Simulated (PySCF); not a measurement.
1-bromo-2-chlorocyclobutene (C4H4BrCl), SMILES ClC1=C(Br)CC1.

Coordinates come from a B3LYP-D3(BJ)/def2-SVP optimisation.

Two levels are set side by side: TDDFT-PBE/def2-SVPD (PySCF) and TDDFT-B3LYP/def2-SVPD (PySCF). Vertical, same geometry. The lowest singlet is HOMO→LUMO+1 99 % with PBE and HOMO→LUMO+1 98 % with the other functional; states are paired by order. Differences are taken from unrounded values.

```json
[
 {"quantity": "lowest singlet excitation (eV)", "TDDFT-B3LYP": "5.39", "TDDFT-PBE": "5.09", "TDDFT-PBE minus TDDFT-B3LYP": "-0.29"},
 {"quantity": "lowest triplet excitation (TDA) (eV)", "TDDFT-B3LYP": "3.94", "TDDFT-PBE": "3.94", "TDDFT-PBE minus TDDFT-B3LYP": "-0.01"},
 {"quantity": "first bright state (f over 0.05) (eV)", "TDDFT-B3LYP": "6.04", "TDDFT-PBE": "5.73", "TDDFT-PBE minus TDDFT-B3LYP": "-0.31"},
 {"quantity": "its oscillator strength", "TDDFT-B3LYP": "0.28", "TDDFT-PBE": "0.23", "TDDFT-PBE minus TDDFT-B3LYP": "-0.06"}
]
```

Functionals without exact exchange tend to place singlet excitations lower, as here. Differences between two approximate levels are no errors against the true value.

Rough cost on one machine, each run with all the roots and properties that it gave: TDDFT-B3LYP against TDDFT-PBE about 4 times.
